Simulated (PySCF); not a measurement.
**NbP: energy against distance**

Set-up: Nb def2-TZVPP with ECP28, P def2-TZVPP; scalar-relativistic core potentials (PySCF 2.14). Energies in eV from Nb (4d4 5s1) + P in their ground configurations at the same level. State: ³Δ (triplet), unpaired electrons σ ↑, δ ↑.

All columns are PBE0. A positive dipole means Nb(−)P(+).

```csv
R (Å),E (eV),μ (D),Mulliken charge on Nb (basis-dependent),HOMO (eV),LUMO (eV),Mayer bond order,⟨S²⟩
1.837,-2.071,-3.13,0.38,-5.14,-2.40,3.22,2.02
1.922,-3.003,-3.54,0.35,-5.27,-2.52,3.17,2.04
2.008,-3.506,-3.88,0.33,-5.39,-2.65,3.11,2.07
2.072,-3.676,-4.10,0.32,-5.46,-2.74,3.05,2.11
2.136,-3.717,-4.27,0.30,-5.53,-2.82,2.95,2.20
2.200,-3.665,-4.39,0.29,-5.58,-2.89,2.81,2.34
2.285,-3.510,-4.49,0.28,-5.62,-2.94,2.55,2.59
2.392,-3.245,-4.52,0.27,-5.64,-2.96,2.22,2.93
2.521,-2.889,-4.50,0.26,-5.63,-2.94,1.86,3.27
2.691,-2.415,-4.41,0.25,-5.58,-2.89,1.49,3.61
```

A fit through these points gives, at Re = 2.128 Å, μ = -4.25 D and dμ/dR = -2.40 D/Å; the reduced mass is 23.23 u.

Problem. How strong is the fundamental in the double-harmonic approximation, I = 42.26·(dμ/dR)²/μred km/mol?

Solution. I = 42.26·(-2.40)²/23.23 = 10.5 km/mol at PBE0.

The metal atom is held in its measured ground configuration; semilocal functionals can put another filling of s and d lower by some tenths of an eV, and De to that atom would be smaller. ⟨S²⟩ of the unrestricted solution departs from its pure value on part of the curve, where spin states mix. Spin–orbit coupling is left out, which matters for elements this heavy, above all for dissociation energies. The state is the lowest single determinant that the PBE0 search found; with open d or f shells the true ground state can be another one.
